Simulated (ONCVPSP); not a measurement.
# lutetium: excitation energies, all-electron against ONCV

```json
{"Element": "Lu", "Generator": "ONCVPSP 4.0.1", "Type": "optimised norm-conserving Vanderbilt (ONCV)", "Functional": "Wu-Cohen", "Relativity": "scalar-relativistic", "Frozen core": "[Kr] 4d10", "Valence charge": "25", "Reference configuration": "4f14 5s2 5p6 5d1 6s1 6p1", "Partial waves": "5s+6s: rc 1.80 bohr, ncon 3, nbas 8, qcut 6 1/bohr, 2 projectors; 5p+6p: rc 1.85 bohr, ncon 4, nbas 8, qcut 8.8 1/bohr, 2 projectors; 5d: rc 2.85 bohr, ncon 5, nbas 9, qcut 6.5 1/bohr, 3 projectors, debl 0.6 Ha; 4f: rc 0.80 bohr, ncon 3, nbas 7, qcut 21.8 1/bohr, 3 projectors, debl 2.8 Ha", "Local potential": "polynomial inside 0.60 bohr (lpopt 4, dvloc0 1 Ha)", "Core correction": "none"}
```

Energies are relative to the spin-unpolarised reference configuration 4f14 5s2 5p6 5d1 6s1 6p1; without spin polarisation the order of configurations can differ from experiment.

```tsv
valence configuration	charge	ΔE all-electron (eV)	error AE − PS (meV)
4f14 5s2 5p6 5d1 6s2 6p0	0	-3.473	+0.4
4f14 5s2 5p6 5d1 6s1 6p0	+1	3.921	-1.1
4f14 5s2 5p6 5d1 6s0 6p0	+2	17.083	-5.4
4f14 5s2 5p6 5d1 6s0 6p2	0	3.623	-1.0
```

Levels in the configuration 4f14 5s2 5p6 5d1 6s0 6p0:

```tsv
level	all-electron (eV)	pseudo (eV)
4f	-24.325	-24.366
5s	-75.801	-75.808
5p	-46.361	-46.360
5d	-15.000	-14.998
```

Note: ghosts flagged at negative energy: s at -408.3 eV, p at -115.9 eV; GHOST(+) flagged for d at 323.8 eV. A true bound ghost makes a file unfit for plane-wave use.
